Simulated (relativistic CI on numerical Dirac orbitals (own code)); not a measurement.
Sensitivity of the levels of Lu⁶⁺ to α and to the nuclear radius

Calculated at this level of theory: Dirac-Coulomb-Breit CI, separate exchange-only KLI orbitals for each configuration, derivatives by finite differences, unscaled Slater integrals, QED left out (own radial code, finite nucleus).

Configurations in the expansion (outside the closed core [Kr] 4d10): 4f¹³5s²5p⁴, 4f¹²5s²5p⁵, 4f¹¹5s²5p⁶, 4f¹²5s5p⁶, 4f¹⁴5s²5p³, 4f¹³5s5p⁵, 4f¹³5s²5p³5d, 4f¹³5p⁶. The list is cut by size and lacks configurations that can hold low levels.

With x = (α/α₀)² − 1 an excitation energy changes as ω = ω₀ + qx; K = 2q/ω₀ is the relative enhancement. Terms are leading LS components, so labels can repeat. The field-shift factor is F = δν/δ⟨r²⟩ for the transition from the lowest level.

Lowest level 4f¹¹5s²5p⁶ ⁴I°15/2.

```tsv
Level	ω₀ (cm⁻¹)	q (cm⁻¹)	K	F (GHz/fm²)
4f¹¹5s²5p⁶ ⁴I°13/2	10113.6	9833	1.94	0.491
4f¹¹5s²5p⁶ ⁴I°11/2	15408.1	10260	1.33	0.617
4f¹¹5s²5p⁶ ⁴I°9/2	18509.0	6246	0.675	0.574
4f¹¹5s²5p⁶ ⁴F°9/2	23986.4	6588	0.549	0.686
4f¹¹5s²5p⁶ ²H°11/2	29036.7	7897	0.544	0.832
4f¹¹5s²5p⁶ ⁴S°3/2	29168.4	1416	0.0971	0.662
4f¹¹5s²5p⁶ ⁴F°7/2	32620.8	9023	0.553	0.932
4f¹¹5s²5p⁶ ⁴F°5/2	35218.8	8723	0.495	0.978
4f¹¹5s²5p⁶ ⁴F°3/2	35497.8	8740	0.492	0.995
4f¹¹5s²5p⁶ ⁴F°9/2	36980.1	14970	0.809	1.21
4f¹¹5s²5p⁶ ²K°15/2	40268.4	6507	0.323	1.05
4f¹¹5s²5p⁶ ⁴G°11/2	41360.1	8961	0.433	1.09
4f¹¹5s²5p⁶ ²G°7/2	42744.4	9939	0.465	1.17
4f¹¹5s²5p⁶ ⁴G°9/2	43676.7	11690	0.535	1.22
4f¹¹5s²5p⁶ ²K°13/2	48401.2	12520	0.517	1.39
4f¹¹5s²5p⁶ ²P°3/2	48802.1	13940	0.571	1.43
4f¹¹5s²5p⁶ ²P°1/2	50848.6	8632	0.34	1.34
4f¹¹5s²5p⁶ ⁴G°7/2	53080.4	17750	0.669	1.59
4f¹¹5s²5p⁶ ⁴G°5/2	53106.8	13630	0.513	1.47
4f¹¹5s²5p⁶ ²D°5/2	54021.1	13310	0.493	1.49
4f¹¹5s²5p⁶ ²G°9/2	54862.8	25890	0.944	1.88
4f¹¹5s²5p⁶ ²D°5/2	60753.3	3780	0.124	1.34
4f¹¹5s²5p⁶ ²I°11/2	61876.8	5771	0.187	1.46
```

At this charge configurations can still be misplaced by up to about 7 % of their energy. Terms inside the open d or f shell come out 10 to 20 % too wide with unscaled integrals. Levels and lines within the n = 5 or 6 shells can be off by up to 10 % or somewhat more, and those that change n by about 2 %, since core polarisation is missing. The computed lowest level isn't the tabulated ground level, which NIST ASD gives as 4f13 5p4 °.
